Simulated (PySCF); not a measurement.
**Bond curve of NdBr**

Set-up: PySCF, spin-free X2C with a Gaussian nucleus, basis sets Nd x2c-SVPall, Br x2c-SVPall. Energies in eV from Nd (4f4 6s2) + Br in their ground configurations at the same level. State: sextet, about 4.0 electrons in the 4f shell (Mulliken), real f orbitals that mix terms.

All columns are PBE0. A positive dipole means Nd(−)Br(+).

```
R (Å)  E (eV)  μ (D)  Mulliken charge on Nd (basis-dependent)  HOMO (eV)  LUMO (eV)  Mayer bond order  ⟨S²⟩
2.360  -3.347  -3.34                                     0.21      -3.48      -1.53              1.40  8.75
2.470  -3.859  -3.75                                     0.27      -3.68      -1.61              1.29  8.75
2.579  -4.136  -4.18                                     0.33      -3.79      -1.69              1.20  8.75
2.662  -4.232  -4.53                                     0.36      -3.87      -1.76              1.14  8.75
2.744  -4.257  -4.90                                     0.39      -3.95      -1.83              1.09  8.75
2.826  -4.229  -5.28                                     0.42      -4.03      -1.90              1.05  8.75
2.936  -4.132  -5.81                                     0.45      -4.14      -2.00              0.99  8.75
3.073  -3.949  -6.49                                     0.48      -4.26      -2.12              0.94  8.75
3.238  -3.677  -7.33                                     0.51      -4.41      -2.26              0.89  8.75
3.457  -3.281  -8.49                                     0.54      -4.59      -2.45              0.84  8.75
```

A fit through these points gives, at Re = 2.738 Å, μ = -4.87 D and dμ/dR = -4.53 D/Å; the reduced mass is 50.71 u.

Problem. How strong is the fundamental in the double-harmonic approximation, I = 42.26·(dμ/dR)²/μred km/mol?

Solution. I = 42.26·(-4.53)²/50.71 = 17.1 km/mol at PBE0.

Spin–orbit coupling is left out, which matters for elements this heavy, above all for dissociation energies. The state is the lowest single determinant that the PBE0 search found; with open d or f shells the true ground state can be another one.
